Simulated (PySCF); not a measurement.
## `InChI=1S/C4H9ClGeO/c1-7-4-2-3-6(4)5/h4,6H,2-3H2,1H3/t4-,6+/m1/s1`

Molfile (atoms numbered from 1):
```
C4H9ClGeO
     RDKit          3D

 16 16  0  0  0  0  0  0  0  0999 V2000
    2.3534    0.1984    0.1747 C   0  0  0  0  0  0  0  0  0  0  0  0
    1.0798    0.6446   -0.2172 O   0  0  0  0  0  0  0  0  0  0  0  0
    0.0724    0.4976    0.7552 C   0  0  2  0  0  0  0  0  0  0  0  0
   -0.5045   -0.9282    0.8426 C   0  0  0  0  0  0  0  0  0  0  0  0
   -1.5451   -0.9403   -0.2879 C   0  0  0  0  0  0  0  0  0  0  0  0
   -1.6015    1.0731   -0.2466 Ge  0  0  2  0  0  4  0  0  0  0  0  0
   -1.3224    2.1324   -2.0418 Cl  0  0  0  0  0  0  0  0  0  0  0  0
    2.3726   -0.8820    0.3571 H   0  0  0  0  0  0  0  0  0  0  0  0
    2.6843    0.7152    1.0845 H   0  0  0  0  0  0  0  0  0  0  0  0
    3.0300    0.4351   -0.6443 H   0  0  0  0  0  0  0  0  0  0  0  0
    0.4093    0.8966    1.7194 H   0  0  0  0  0  0  0  0  0  0  0  0
   -0.9865   -1.0511    1.8125 H   0  0  0  0  0  0  0  0  0  0  0  0
    0.2562   -1.7011    0.7342 H   0  0  0  0  0  0  0  0  0  0  0  0
   -2.4296   -1.5350   -0.0750 H   0  0  0  0  0  0  0  0  0  0  0  0
   -1.1098   -1.2918   -1.2220 H   0  0  0  0  0  0  0  0  0  0  0  0
   -2.7665    1.7455    0.5106 H   0  0  0  0  0  0  0  0  0  0  0  0
  1  2  1  0
  2  3  1  0
  3  4  1  0
  4  5  1  0
  5  6  1  0
  6  7  1  0
  6  3  1  0
  1  8  1  0
  1  9  1  0
  1 10  1  0
  3 11  1  1
  4 12  1  0
  4 13  1  0
  5 14  1  0
  5 15  1  0
  6 16  1  1
M  END
```

Level of theory: TDDFT B3LYP/aug-cc-pVDZ circular dichroism and optical rotation, one conformer, gas phase in PySCF. Geometry: GFN2-xTB.

The molecule is flexible and this is one conformer; a measurement averages over conformers. The calculation is non-relativistic, which matters for the atoms heavier than Zn. States above about 7.1 eV lie in this functional's continuum (it starts at minus the energy of the highest occupied orbital, well below the true ionisation energy for most functionals) and depend on the basis. Singlets 12 and 13 lie within 0.01 eV of each other, so their separate moments and overlaps can depend on how they mix.

(1) Draw the ECD and absorption spectra from the lowest 16 states, each a Gaussian of half-width 0.2 eV at 1/e height.

Results:

(1) 
| E (eV) | λ (nm) | Δε (L mol⁻¹ cm⁻¹) | ε (L mol⁻¹ cm⁻¹) |
| --- | --- | --- | --- |
| 5.27 | 235 | +0.02 | 3.48 |
| 5.42 | 229 | +0.45 | 84.9 |
| 5.57 | 223 | +3.71 | 683 |
| 5.72 | 217 | +11.94 | 1910 |
| 5.87 | 211 | +21.30 | 2260 |
| 6.02 | 206 | +21.95 | 1860 |
| 6.17 | 201 | +17.57 | 3360 |
| 6.32 | 196 | +22.21 | 8750 |
| 6.47 | 192 | +8.33 | 12600 |
| 6.62 | 187 | -17.37 | 11800 |
| 6.77 | 183 | -31.75 | 8800 |
| 6.92 | 179 | -23.97 | 6230 |

Δε uses R in velocity form, ε uses f in length form. Only the states computed contribute, so the short-wavelength end is incomplete.
